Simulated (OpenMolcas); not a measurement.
**Fe3+: ligand-field states by method**

Fe3+ with 6 ligands (fluoride) in tetragonal octahedral coordination (D4h) at 1.96 Å, the axial distance 2.195 Å. A charge of +0.5 e stands 2.8 Å behind each ligand. Ligand basis ANO-RCC-VDZP.

```yaml
Program: OpenMolcas 26.06
Basis: ANO-RCC-VTZP [6s5p3d2f1g]
Scalar_Hamiltonian: DKH2, point nucleus
Active_space: 5 electrons in 5 orbitals (3d)
State_averaging: 2S+1 = 6 even, 1 root; 2S+1 = 4 even, 24 roots; 2S+1 = 2 even, 75 roots
Spin-orbit_coupling: state interaction with AMFI integrals over the reference wave functions
```

I. CASSCF
II. SS-CASPT2, IPEA 0.25 Eh, imaginary shift 0.1 Eh (closed shells correlated: 3s 3p and the ligand valence shells)

Spin-free states (labels of D4, the rotations of D4h) in cm-1, each column counted from its own energy of the first state listed:

```csv
State,Degeneracy,I,II
6A1,1,0,0
4A2,1,27844,19850
4E,2,29543,21240
4E,2,33780,25380
4B1,1,34468,26800
4B2,1,35061,27480
4A1,1,35063,27990
4A1,1,35355,28340
2B2,1,40439,26990
2E,2,40825,27470
4E,2,41450,31640
4B1,1,42480,32620
4B2,1,43202,32990
4A1,1,43771,34320
2A2,1,44047,32280
2B1,1,45121,32720
4E,2,45192,39330
2B2,1,45608,33280
2E,2,45762,33760
4A2,1,47263,42510
```

From I to II, I's first state of another spin (4A2) moves from 27844 to 19850 cm-1, by about -8000 cm-1.

χT at 300 K: I 4.39, II 4.38 cm3 K/mol.

Over all roots computed the reference weight is 0.68 to 0.71 in II; a low but even weight reflects the number of correlated electrons. Ligand-to-metal charge-transfer states are missing. With no ligand orbital active B as a rule stays too high, so bands that hang on it stand too high and its fall with covalency is understated. Without dynamic correlation the repulsion within the d shell is too large (B by tens of per cent), so at a given field states of lower spin stand too high (holds for I). With metal d orbitals alone and no dynamic correlation the field as a rule comes out too small, by tens of per cent, by up to half for chloride and softer ligands (holds for I). With one d shell and no ligand orbital active, 10Dq can be off by a tenth or more (holds for II). Free-ion shares, where given, are those of the reference states; single-state CASPT2 does not remix them (holds for II). No measured value stands beside these numbers; the geometry was imposed, not optimised, and the real ion may take another.
